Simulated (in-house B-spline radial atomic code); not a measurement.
Ionisation energies with and without relativity, with size and susceptibility from the Dirac run. Dirac energy differences include first-order Breit, QED and recoil terms. NIST's values go from ground level to ground level; the uncertainty of those that are theory runs from under 0.1 % in few-electron ions to several per cent in heavy many-electron ones. Computed with an all-electron radial atomic-structure program (B-spline basis): non-relativistic Hartree-Fock and Dirac-Hartree-Fock, averages of the configuration (point nuclei without relativity, finite nuclei with it).

```
 ion  configuration  configuration after  ionisation non-relativistic (eV)  ionisation Dirac Breit and QED (eV)  tabulated value (eV)  radius at density 0.001 (bohr)  diamagnetic susceptibility (10⁻⁶ cm³/mol)
Mn3+       [Ar] 3d4             [Ar] 3d3                             49.21                                48.94                 51.21                           2.721                                    -10.412
Fe3+       [Ar] 3d5             [Ar] 3d4                             51.35                                51.04                 54.91                           2.689                                    -10.344
Co3+       [Ar] 3d6             [Ar] 3d5                                 ?                                    ?                     ?                               ?                                          ?
Ni3+       [Ar] 3d7             [Ar] 3d6                                 ?                                    ?                     ?                               ?                                          ?
Cu3+       [Ar] 3d8             [Ar] 3d7                             57.49                                57.09                 57.38                           2.582                                    -9.9924
Zn3+       [Ar] 3d9             [Ar] 3d8                             59.47                                59.03                59.573                           2.546                                    -9.8507
Ga3+      [Ar] 3d10             [Ar] 3d9                             61.42                                60.94                63.241                           2.511                                    -9.7039
```

Task: Fill in the row of Co3+.

Result: ionisation non-relativistic (eV): 53.44; ionisation Dirac Breit and QED (eV): 53.10; tabulated value (eV): 51.27; radius at density 0.001 (bohr): 2.654; diamagnetic susceptibility (10⁻⁶ cm³/mol): -10.245.

Task: Fill in the row of Ni3+.

Result: ionisation non-relativistic (eV): 55.48; ionisation Dirac Breit and QED (eV): 55.12; tabulated value (eV): 54.92; radius at density 0.001 (bohr): 2.618; diamagnetic susceptibility (10⁻⁶ cm³/mol): -10.125.
